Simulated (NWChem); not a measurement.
bromine monochloride (BrCl); SMILES ClBr

```xyz
2

Cl     0.0000     0.0000     1.4518
Br     0.0000     0.0000    -0.7127
```
Atoms are numbered in this order, from 1.

Results from NWChem. Geometry: optimised at PBE0/def2-SVP. GIAO values for the isolated, static molecule; σ is the absolute isotropic shielding. Spin-orbit effects, on the heavy nuclei and on their neighbours, are missing.

For level PBE0/x2c-TZVPall-s, scalar ZORA without spin-orbit coupling:

```
Item          Value
-----------  ------
σ Br2 (ppm)  1095.5
```

How do the values read with level PBE0/x2c-SVPall-s, scalar ZORA without spin-orbit coupling instead?

σ Br2 (ppm): 1022.1
